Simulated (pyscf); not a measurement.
Single points on ωB97X-D3(BJ)/def2-SVP structures (PySCF, gas phase).

Question: H₃C–C(F)(F)–F (SMILES CC(F)(F)F) + Br• (SMILES [Br]) → H₃C–Br (SMILES CBr) + F–C•(F)–F (SMILES F[C](F)F)
Surface: doublet. Broken: C–C. Formed: Br–C. Give ΔE‡ and ΔE from ωB97M-D3(BJ)/def2-TZVP, relative to the separated reactants.

Answer: ΔE‡ = 2.15 eV, ΔE = +1.44 eV. Zero-point energy shifts the barrier by -0.07 eV. It is a substitution at C, with an imaginary mode of 884i cm⁻¹. This is the saddle that the search found; another between the same sides may lie lower. The angle at the attacked C is 180°. Left out: the spin-orbit lowering of Br, which is large for Br, Se, Te and I. Elements up to Kr have no core potential and no relativistic terms here.
